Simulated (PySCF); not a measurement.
Vertical excitations of a molecule C3H2FNS from TDA-LC-ωPBE/def2-SVPD run with PySCF, as energy in eV (oscillator strength): 5.86 (0.125), 5.86 (0.001), 6.24 (0.002), 6.80 (0.068), 7.35 (0.001), 7.63 (0.003), 7.93 (0.009), 8.10 (0.145), 8.31 (0.004), 8.47 (0.003). Lowest triplet (TDA): 3.55 eV. The structure is a stationary point at r2SCAN-D4/def2-SVP. The values are those of a single conformer.

**Question.** Identify the compound among the candidates.
A. Fc1cncs1
B. Fc1nccs1
C. Fc1cscn1

**Answer.** C, Fc1cscn1
